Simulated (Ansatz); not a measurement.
Level of theory: Ansatz (an electronic-structure program) with frozen-core CCSD(T)/cc-pVTZ // PBE-D3(BJ)/def2-TZVP.

Ansatz 0.2 input:
```yaml
crystal:
  periodic: [false, false, false]
  atoms:
    - { symbol: C, position_ang: [1.231724, -0.578731, -0.091813] }
    - { symbol: C, position_ang: [0.002895, 0.314481, -0.33348] }
    - { symbol: C, position_ang: [-1.308243, -0.378745, 0.074632] }
    - { symbol: C, position_ang: [0.149617, 1.58891, 0.373729] }
    - { symbol: N, position_ang: [0.266476, 2.591749, 0.951864] }
    - { symbol: H, position_ang: [2.157618, -0.077265, -0.401573] }
    - { symbol: H, position_ang: [1.318236, -0.835241, 0.97303] }
    - { symbol: H, position_ang: [1.128485, -1.509923, -0.665833] }
    - { symbol: H, position_ang: [-0.048356, 0.558965, -1.408867] }
    - { symbol: H, position_ang: [-1.294774, -0.629637, 1.144232] }
    - { symbol: H, position_ang: [-1.426771, -1.308659, -0.498506] }
    - { symbol: H, position_ang: [-2.176905, 0.264097, -0.117415] }
basis:
  gaussian: { orbitals: cc-pVTZ }
correlation:
  method: ccsd_t
```

Output:

```
Functional definition: HF
1404 factors; integrals over basis functions are off by at most 9.8e-4 eV
mean field evaluation 1: about -5712.0939 eV, gradient 3.8e1 eV
mean field evaluation 2: about -5712.3833 eV, gradient 3.8e1 eV
mean field evaluation 4: about -5716.0954 eV, gradient 6.7e0 eV
mean field evaluation 8: about -5716.2244 eV, gradient 3.6e-1 eV
mean field evaluation 16: about -5712.0942 eV, gradient 3.8e1 eV
mean field -5716.22501638 eV, -210.0673947554 hartree, gradient 2.4e-6 eV, S^2 0.000000; 0 other end points of the search recorded, 0 dependent functions left out
5 core orbitals not correlated
reference -5716.22501638 eV, -210.0673947554 hartree; 14, 14 occupied and 229, 229 virtual orbitals, 1404 factors
second order -23.58335533 eV of doubles, -0.00000000 eV of singles
cycle   1  -23.68875528 eV  change   -1.1e-1 eV  update   1.1e-1
cycle   2  -24.34403694 eV  change   -6.6e-1 eV  update   3.4e-2
cycle   3  -24.48364359 eV  change   -1.4e-1 eV  update   1.5e-2
cycle   4  -24.48201542 eV  change    1.6e-3 eV  update   3.8e-3
cycle   5  -24.48520041 eV  change   -3.2e-3 eV  update   1.5e-3
cycle   6  -24.48572158 eV  change   -5.2e-4 eV  update   3.7e-4
cycle   7  -24.48581444 eV  change   -9.3e-5 eV  update   1.1e-4
cycle   8  -24.48586274 eV  change   -4.8e-5 eV  update   2.8e-5
cycle   9  -24.48587024 eV  change   -7.5e-6 eV  update   9.6e-6
perturbative correction -1.11036691 eV, -0.0408052315 hartree
Total energy: -5741.82125353 eV, -211.0080391210 hartree
```

Cost: roughly 19 core-minutes.
